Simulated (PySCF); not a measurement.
Compound: C7H6NPS.
Numbering: `[CH3:1][S:2][c:3]1[cH:4][cH:5][cH:6][p:7][c:8]1[C:9]#[N:10]` (hydrogens: H11, H12, H13 on C1; H14 on C4; H15 on C5; H16 on C6)

Computed with PySCF at CAM-B3LYP/def2-SVPD, non-relativistic, on one gas-phase PBE0-D3(BJ)/def2-SVP geometry that isn't relaxed in the solvent. The solvent is an IEF-PCM continuum (cavity from Bondi-type radii × 1.2), and excitations are vertical TDDFT with non-equilibrium linear response and a frozen core. The model holds no explicit solvent molecules, cavitation or dispersion.

Gas-phase singlets (H = HOMO, L = LUMO):

```
state  E (eV)  λ (nm)      f          leading configurations
   S1   3.903     318  0.040                         H→L 90%
   S2   4.654     266  0.017            H→L+1 57%, H-1→L 39%
   S3   4.912     252  0.014                       H-2→L 98%
   S4   5.120     242  0.476            H-1→L 54%, H→L+1 39%
   S5   5.317     233  0.126  H-1→L+1 70%, H-3→L 16%, H→L 8%
```

Question: Give the list for cyclohexane (ε = 2.017), n² = 2.04.

Answer: 
```
state  E (eV)  λ (nm)      f  leading configurations  change by rank (eV)
   S1   3.851     322  0.070                 H→L 91%               -0.052
   S2   4.601     269  0.019    H→L+1 58%, H-1→L 38%               -0.053
   S3   4.872     255  0.019               H-2→L 97%               -0.040
   S4   4.983     249  0.623    H-1→L 57%, H→L+1 38%               -0.137
   S5   5.279     235  0.184  H-1→L+1 76%, H-3→L 13%               -0.038
```

Question: The ground-state energy changes by -0.150 eV from gas to cyclohexane. By how much does the total energy of gas-phase S1 change?

Answer: E(S1) = E(S0) + excitation energy, so it changes by -0.150 − 0.052 = -0.202 eV: it is lowered more than the ground state, which is what a red shift means. This is the vertical state, with the slow part of the continuum still set for S0.

Question: How do the frontier levels move from gas to cyclohexane?

Answer: 
| orbital | gas (eV) | solvent (eV) | change (eV) | Löwdin shares, gas | Löwdin shares, solvent |
| --- | --- | --- | --- | --- | --- |
| LUMO+2 | 0.76 | 0.94 | +0.18 | S2 35 %, C1 15 %, H13 8 %, H11 8 % | S2 38 %, C1 14 %, H11 7 %, H13 7 % |
| LUMO+1 | -0.61 | -0.52 | +0.09 | C3 20 %, C6 19 %, P7 12 %, C5 12 % | C3 20 %, C6 19 %, P7 13 %, C5 11 % |
| LUMO | -1.36 | -1.30 | +0.06 | P7 30 %, C8 17 %, C4 11 %, C5 11 % | P7 30 %, C8 16 %, C5 11 %, C4 11 % |
| HOMO | -8.00 | -7.91 | +0.09 | S2 44 %, C6 12 %, C3 10 %, C4 8 % | S2 44 %, C6 12 %, C3 10 %, C4 8 % |
| HOMO-1 | -8.84 | -8.79 | +0.05 | P7 22 %, C8 20 %, C4 13 %, N10 12 % | P7 22 %, C8 21 %, C4 13 %, N10 11 % |
| HOMO-2 | -9.77 | -9.71 | +0.06 | P7 61 %, C8 12 %, C6 11 %, C5 4 % | P7 62 %, C8 12 %, C6 11 %, C5 4 % |
| HOMO-3 | -10.26 | -10.18 | +0.08 | S2 21 %, C6 18 %, C3 17 %, C5 11 % | S2 21 %, C6 19 %, C3 16 %, C5 12 % |

The HOMO–LUMO gap goes from 6.64 to 6.61 eV.

The run took 2.0 min wall on one thread of an Arm Neoverse N1, on a shared host. This is the whole response run at CAM-B3LYP/def2-SVPD in cyclohexane, SCF included.

The values belong to the conformer `[CH3:1][S:2][c:3]1[cH:4][cH:5][cH:6][p:7][c:8]1[C:9]#[N:10]`: C1–S2–C3–C4 0°.
